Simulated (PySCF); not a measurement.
Gas-phase reaction: 3 GeHCl + 4 Cl → 2 GeCl3 + GeH3Cl

Method: PySCF energies (xtb for GFN2) plus ideal-gas RRHO corrections (1 bar). † marks an energy on the PBE0/def2-TZVP geometry and frequencies; other levels use their own. MP2 freezes the core. Open shells (unrestricted): Cl (multiplicity 2, electronic degeneracy 6), GeCl3 (multiplicity 2); the rest are closed-shell singlets. GFN2 has no spin-polarisation term. Spin-orbit splitting is ignored; it lowers the true energy and changes the entropy of Cl. B3LYP is the form with VWN-RPA correlation. Ge: all electrons, no relativistic terms. GeHCl, GeCl3: computed as isolated molecules; such fragments, hydroxides, amides, oligomers or adducts are transient or little studied in the gas. MP2 isn't extrapolated to the basis-set limit; its ΔH°(298 K) is -1180.3 kJ in def2-SVP and -1279.1 kJ in def2-TZVPP. The harmonic model lacks anharmonicity and excited electronic states, which grow with temperature; levels with a mode under 35 cm⁻¹ are left out.

```
level               ΔE electronic, kJ  ΔH°(298 K), kJ  ΔS°(298 K), J/K  ΔG°(2500 K), kJ
------------------  -----------------  --------------  ---------------  ---------------
B3LYP/def2-TZVP†                -1133           -1114             -530              191
GFN2-xTB                        -1086           -1063             -509              189
M06-2X/def2-TZVP†               -1277           -1258             -530               47
MP2/def2-SVP†                   -1199           -1180             -530              124
MP2/def2-TZVPP†                 -1298           -1279             -530               25
PBE/def2-SVP                    -1250           -1231             -523               54
PBE0/def2-SVP†                  -1234           -1215             -530               90
PBE0/def2-TZVP                  -1244           -1225             -530               79
r2SCAN/def2-TZVP†               -1291           -1272             -530               33
LDA/def2-TZVP†                  -1461           -1442             -530             -138
ωB97M-V/def2-TZVP†              -1225           -1206             -530               99
```
ΔH° is lowest at LDA/def2-TZVP† and highest at GFN2-xTB. No reference value is set beside these.
